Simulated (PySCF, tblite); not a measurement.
Isomers of C5H3N2O (doublet state), one GFN2-xTB conformer each. Single-point energies are computed at B3LYP/pcH-1 (PySCF, gas phase, no added dispersion term), electronic only. GFN2-xTB treats the open shell by occupation alone, and not every SCF solution was tested for stability.

```tsv
SMILES	GFN2-xTB relative energy (kJ/mol)
N#C/[C]=C\OCC#N	0.0
N#C/C=[C]\OCC#N	17.0
```

Conformers: `[N:1]#[C:2]/[C:3]=[CH:4]\[O:5][CH2:6][C:7]#[N:8]` (doublet state) with C3–C4–O5–C6 0°, C4–O5–C6–C7 -179°; `[N:1]#[C:2]/[CH:3]=[C:4]\[O:5][CH2:6][C:7]#[N:8]` (doublet state) with C3–C4–O5–C6 21°, C4–O5–C6–C7 65°.

Task: What does B3LYP/pcH-1 give for the same structures?

Result: 
```tsv
SMILES	B3LYP/pcH-1 E (Eh)	B3LYP/pcH-1 (kJ/mol)	GFN2-xTB (kJ/mol)	point group
N#C/[C]=C\OCC#N	-376.93772	0.0	0.0	Cs
N#C/C=[C]\OCC#N	-376.92465	34.3	17.0	C1
```

Both levels put the same isomer lowest. 

Task: What happens when harmonic zero-point energies from GFN2-xTB frequencies are added?

Result: 
| SMILES | ZPE (kJ/mol) | electronic (kJ/mol) | with ZPE (kJ/mol) |
| --- | --- | --- | --- |
| N#C/[C]=C\OCC#N | 174.9 | 0.0 | 0.0 |
| N#C/C=[C]\OCC#N | 175.1 | 34.3 | 34.6 |

The zero-point energies span 0.2 kJ/mol. The order is unchanged.
